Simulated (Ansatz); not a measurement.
A structure relaxed at r2SCAN-D4/def2-SVPD in Ansatz, charge -1, singlet:

Cartesian coordinates in Å:
```
Au 1.4930 -1.9896 0.2516
Au -1.0142 -0.4871 1.7876
Au -1.4501 2.0097 -0.3285
Si -0.3664 0.3992 -1.7872
Si 0.3627 1.3455 1.0656
Si -0.7640 -1.5375 -0.3593
Si 1.7390 0.2598 -0.6297
```

Problem. Give its formula and point group.

Solution. Si4Au3⁻. Point group C2 (tolerance 0.1 Å).

Problem. Summarise the bond lengths by kind (pairs closer than 1.2 times the sum of covalent radii, bridged metal pairs left out).

Solution. 6 × Au–Si 2.38 to 2.43 Å; 3 × Si–Si 2.41 to 2.44 Å.

In the def2 sets Au takes a core potential; there is no spin–orbit coupling. Another isomer (singlet) lies 0.38 eV lower at PBE0-D4/def2-TZVPD; other spin states weren't run for this one.
